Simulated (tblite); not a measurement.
Input of a run (GFN2-xTB geometry optimisation, gas phase (tblite 0.8.0)), started from a force field or distance geometry:
```
{"job": {"kind": "relax", "xc": "GFN2-xTB", "basis": "xTB"}, "charge": 0, "multiplicity": 1}
C      3.253800    -0.743900     0.325200
N      2.411300    -0.751200    -0.661100
Si     1.398900     0.683600    -0.834700
Si    -0.677700     0.244200    -0.194500
C     -1.780300     1.669900    -0.651000
Si    -0.683400     0.016800     2.033300
Si    -1.471200    -1.685700    -1.007200
H      3.345300     0.096200     1.023200
H      3.908400    -1.594900     0.499300
H      1.957900     1.777100    -0.027500
H      1.376700     1.046400    -2.285000
H     -2.539700     1.344700    -1.417400
H     -1.147900     2.481000    -1.084600
H     -2.327800     2.052400     0.232700
H      0.197400    -1.082600     2.390700
H     -2.059000    -0.413600     2.401500
H     -0.315600     1.278400     2.666800
H     -0.785600    -2.766200    -0.235800
H     -1.151400    -1.819000    -2.430900
H     -2.915300    -1.822900    -0.746100
```

Output (eV, eV/Å):
```
step      E/eV     max force
  0    -562.14173    2.773
  1    -562.33245    2.385
  2    -562.43204    0.448
  3    -562.47235    0.527
  4    -562.56601    0.686
  5    -562.64697    0.727
  6    -562.71936    0.634
  7    -562.76371    0.420
  8    -562.79842    0.474
  9    -562.82502    0.416
 10    -562.84864    0.305
 11    -562.86314    0.227
 12    -562.86993    0.226
 13    -562.87492    0.230
 14    -562.88095    0.227
 15    -562.88756    0.201
 16    -562.89261    0.172
 17    -562.89604    0.176
 18    -562.89964    0.191
 19    -562.90364    0.172
 20    -562.90712    0.145
 21    -562.90970    0.130
 22    -562.91184    0.125
 23    -562.91424    0.173
 24    -562.91698    0.161
 25    -562.91926    0.090
 26    -562.92084    0.101
 27    -562.92234    0.106
 28    -562.92398    0.096
 29    -562.92551    0.102
 30    -562.92673    0.096
 31    -562.92776    0.091
 32    -562.92887    0.077
 33    -562.92990    0.063
 34    -562.93058    0.072
 35    -562.93104    0.061
 36    -562.93151    0.052
 37    -562.93205    0.070
 38    -562.93258    0.059
 39    -562.93299    0.044
 40    -562.93332    0.039
 41    -562.93369    0.046
 42    -562.93414    0.056
 43    -562.93459    0.053
 44    -562.93507    0.049
 45    -562.93568    0.064
 46    -562.93660    0.081
 47    -562.93789    0.096
 48    -562.93934    0.095
 49    -562.94048    0.084
 50    -562.94108    0.053
 51    -562.94142    0.042
 52    -562.94169    0.036
 53    -562.94196    0.047
 54    -562.94226    0.047
 55    -562.94264    0.046
 56    -562.94306    0.042
 57    -562.94346    0.050
 58    -562.94381    0.057
 59    -562.94411    0.039
 60    -562.94441    0.043
 61    -562.94476    0.050
 62    -562.94523    0.073
 63    -562.94601    0.094
 64    -562.94704    0.093
 65    -562.94820    0.075
 66    -562.94910    0.056
 67    -562.94964    0.051
 68    -562.95012    0.060
 69    -562.95086    0.065
 70    -562.95171    0.144
 71    -562.94261    0.440
 72    -562.95295    0.103
 73    -562.95375    0.095
 74    -562.95267    0.377
 75    -562.95773    0.082
 76    -562.95897    0.090
 77    -562.96043    0.180
 78    -562.96170    0.070
 79    -562.96254    0.050
 80    -562.96424    0.066
 81    -562.96519    0.087
 82    -562.96684    0.098
 83    -562.96841    0.097
 84    -562.96958    0.079
 85    -562.97021    0.060
 86    -562.97077    0.078
 87    -562.97147    0.068
 88    -562.97238    0.073
 89    -562.97322    0.083
 90    -562.97472    0.108
 91    -562.97679    0.138
 92    -562.97587    0.267
 93    -562.97979    0.086
 94    -562.98056    0.054
 95    -562.98141    0.063
 96    -562.98176    0.059
 97    -562.98266    0.062
 98    -562.98328    0.070
 99    -562.98393    0.052
100    -562.98435    0.049
101    -562.98482    0.038
102    -562.98518    0.045
103    -562.98548    0.036
104    -562.98581    0.040
105    -562.98628    0.042
106    -562.98675    0.051
107    -562.98711    0.048
108    -562.98733    0.041
109    -562.98750    0.039
110    -562.98766    0.025
111    -562.98783    0.024
112    -562.98792    0.024
113    -562.98801    0.023
114    -562.98813    0.025
115    -562.98830    0.034
116    -562.98846    0.030
117    -562.98856    0.021
118    -562.98862    0.017
119    -562.98868    0.018
120    -562.98879    0.024
121    -562.98893    0.030
122    -562.98909    0.026
123    -562.98922    0.021
124    -562.98930    0.016
125    -562.98936    0.019
126    -562.98940    0.016
127    -562.98943    0.011
128    -562.98945    0.010
129    -562.98948    0.010
130    -562.98951    0.014
131    -562.98954    0.011
132    -562.98956    0.009
```

Problem. Summarise the run.

Solution. The energy falls by 19.6 kcal/mol over 132 L-BFGS steps, the largest force on an atom goes from 2.77 to 0.009 eV/Å, and the atoms move by 0.448 Å rms after alignment. The bond that changes most is Si3–Si4 (SiH2 silicon to four-coordinate silicon), which lengthens by 0.124 Å. Bonds longer at the end by more than 0.005 Å: 7 of 19; shorter: 8. Among the angles that change most is C1–N2–Si3, from 116.3° to 134.9°. Among the dihedrals that turn most is Si3–Si4–C5–H13, from -4° to -59°. The energy rose by more than 1e-5 eV at steps 71, 74 and 92. The first step brought 22 % of the lowering.

Problem. What are the final bond lengths?

Solution. C1=N2 1.248 Å, N2–Si3 1.715 Å, Si3–Si4 2.341 Å, Si4–C5 1.922 Å, Si4–Si6 2.343 Å, Si4–Si7 2.341 Å, C1–H8 1.094 Å, C1–H9 1.087 Å, Si3–H10 1.475 Å, Si3–H11 1.465 Å, C5–H12 1.087 Å, C5–H13 1.087 Å, C5–H14 1.086 Å, Si6–H15 1.467 Å, Si6–H16 1.466 Å, Si6–H17 1.468 Å, Si7–H18 1.464 Å, Si7–H19 1.466 Å, Si7–H20 1.469 Å. Numbering counts from 1 in the input's order; the species is `C=N[SiH2][Si](C)([SiH3])[SiH3]`.

Its GFN2-xTB frequencies are all real (lowest 16 cm⁻¹). One conformer, not necessarily the lowest. 3 starts were optimised and ended at 0.00, 0.92 and 0.97 kcal/mol (GFN2-xTB); the lowest of these is shown.

The numbers are calculated, not measured.
